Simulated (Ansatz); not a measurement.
Basis-set extrapolation for `[AlH2][O]CS` (PBE0-D4/def2-TZVP geometry, frozen core, Ansatz). Multiplicity 1, RHF reference.

```
                      def2-TZVPP   def2-QZVPP
                 HF  -755.189321  -755.213551
    MP2 correlation    -0.673459    -0.725751
CCSD(T) correlation    -0.743452      not run
```

Energies in hartree. Use E(X) = E(∞) + A·exp(−7.88·√X) for Hartree–Fock and E(X) = E(∞) + B·X^(−2.97) for correlation, with X = 3 and 4, and add CCSD(T) minus MP2 of the smaller set to the MP2 limit.

**Question.** What is the CCSD(T) energy at the basis-set limit?

**Answer.** HF limit: -755.213551 + (-0.024230) × 0.13774 = -755.21689. MP2 limit: -0.725751 + (-0.052292) × 0.74074 = -0.76449. Higher-order term: -0.743452 − (-0.673459) = -0.06999. Total: -756.05137 hartree, 311.4 kJ/mol below CCSD(T)/def2-TZVPP.
